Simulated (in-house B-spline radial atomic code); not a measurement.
A fraction x of an electron is moved 4p → 4f in the molybdenum ion Mo⁴⁺, starting from [Kr] 4d2 and keeping the highest spin. Level of theory: scalar-relativistic (X2C) PBE, spin-polarised, spherical fractional occupations, Fermi nucleus of rms radius 4.4091 fm; calculated with a B-spline radial code for spherical atoms.

```
    x  E(x) - E(0) (eV)  4p down level (eV)  4f up level (eV)
    0            0.0000             -83.639                 -
0.125            8.1259             -84.395           -19.232
 0.25           16.2943             -85.118           -19.586
0.375                 ?                   ?                 ?
  0.5           32.7653             -86.461           -20.243
0.625                 ?                   ?                 ?
 0.75           49.3950             -87.678           -20.876
0.875           57.7615             -88.242           -21.184
    1           66.1586             -88.778           -21.485
```

(1) What belongs in the row x = 0.375?

(2) What belongs in the row x = 0.625?

(3) Check Janak's theorem between x = 0.125 and 0.25.

Results:

(1) An energy change of 24.5083 eV; 4p down at -85.806 eV, 4f up at -19.918 eV.

(2) An energy change of 41.0619 eV; 4p down at -87.085 eV, 4f up at -20.562 eV.

(3) The slope of the energy is 65.35 eV; the orbital levels give 65.35 eV (ε of the receiving orbital less ε of the emptying one, averaged over the two points).
